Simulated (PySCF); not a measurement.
C7H9NOSi.
Structure used (GFN2-xTB), in Å, numbered top down from 1:
```
atom  x, y, z in Å
C1     4.5152   -0.8031    0.6837
C2     3.3782   -0.8359    0.2973
Si3    1.6314   -0.9517   -0.2889
O4     1.3038    0.6262   -0.5547
C5     0.1545    1.2114   -1.0632
N6    -1.0414    0.7223   -0.4556
C7    -1.8001   -0.3117   -0.9197
C8    -2.7806   -0.5767   -0.0076
C9    -2.6024    0.3219    1.0654
C10   -1.5223    1.0999    0.7628
H11    5.5117   -0.7622    1.0194
H12    1.5457   -1.7198   -1.5381
H13    0.7570   -1.5236    0.7376
H14    0.0947    1.0291   -2.1464
H15    0.2411    2.2914   -0.8841
H16   -1.5899   -0.7643   -1.8690
H17   -3.5445   -1.3240   -0.0938
H18   -3.2042    0.3857    1.9504
H19   -1.0576    1.8944    1.3122
```

Definitions: NICS(0) = −σiso at the ring centroid; NICS(1) = −σiso and NICS(1)zz = −σzz at ±1 Å along the ring normal z. Level: GIAO PBE0/pcSseg-1 (PySCF, non-relativistic, gas phase) on the GFN2-xTB geometry, one conformer.

Ring bond lengths (Å), with Mayer bond orders in brackets: N6–C7 1.364 (1.11), C7–C8 1.365 (1.53), C8–C9 1.411 (1.34), C9–C10 1.365 (1.53), C10–N6 1.363 (1.12).

Task: What do the NICS probes read (ppm)?

Result: 
```tsv
ring	type	NICS(0)	NICS(1), two faces	NICS(1)zz, two faces	rms pucker (Å)	centre to ring atoms, mean (Å)
N6–C7–C8–C9–C10	5-membered ring with N; formal bonds all aromatic	-13.5	-10.8 / -11.0	-29.4 / -30.2	0.00	1.17
```

Task: What do they say, and how far can they be read as aromaticity?

Result: 
- N6–C7–C8–C9–C10: mean NICS(1)zz -29.8 ppm, shielded, aromatic by this magnetic criterion (flat ring, no four-coordinate atom).

Task: And the bond-length index? HOMA = 1 − mean of α(R − Ropt)² over the ring bonds, with Krygowski's 1993 parameters (CC: Ropt 1.388 Å, α 257.7 Å⁻²; CN: Ropt 1.334 Å, α 93.52 Å⁻²).

Result: 
- N6–C7–C8–C9–C10: HOMA 0.89; the largest term is that of C9–C10, α(R − Ropt)² = 0.13. The geometric and the magnetic index point the same way.

Task: Give the inner angles of the rings and the Hirshfeld charges of the ring atoms.

Result: 
- N6–C7–C8–C9–C10: N6 108.5° (-0.013 e), C7 108.6° (-0.036 e), C8 107.1° (-0.095 e), C9 107.1° (-0.094 e), C10 108.6° (-0.032 e); sum 540.0° against 540° for a flat convex ring.

Time: 54 s of wall time (grids of density and orbitals included); peak memory 1.1 GiB. Hardware: one thread, Arm Neoverse V2 (aarch64) (shared host). This is the whole shielding run at PBE0/pcSseg-1, SCF included.
